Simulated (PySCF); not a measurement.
Question: Write Cartesian coordinates for `O[SiH2][CH2][GeH3]` as optimised with PBE0-D3(BJ)/def2-SVP.

Answer: 
```xyz
12
CH8GeOSi angstrom
O      1.662    0.839    1.002
Si     1.215   -0.705    0.546
C     -0.222   -0.667   -0.657
Ge    -1.534    0.730   -0.238
H      2.007    1.419    0.317
H      2.373   -1.438   -0.062
H      0.807   -1.380    1.808
H     -0.731   -1.646   -0.642
H      0.132   -0.506   -1.689
H     -2.827    0.499   -1.046
H     -0.966    2.112   -0.612
H     -1.875    0.714    1.263
```

Any rigid rotation of these coordinates is as good. Atoms count from 1 in this order. Si2 (oxygen-bound silicon) is distorted tetrahedral (angles from 105.1° to 111.2°). Ge4 (germanium bonded to C and 3 H) is tetrahedral (angles from 108.5° to 110.4°).

Bonds between heavy atoms (Å): O1–Si2 1.671, Si2–C3 1.874, C3–Ge4 1.962.

Method: PBE0-D3(BJ)/def2-SVP geometry optimisation, gas phase (PySCF 2.14.0).

Point group: C1 (no symmetry element, even within 0.4 Å). Not checked by PBE0-D3(BJ)/def2-SVP frequencies. One conformer, not necessarily the lowest (H–O1–Si2–C3 -64°, O1–Si2–C3–Ge4 -38°).
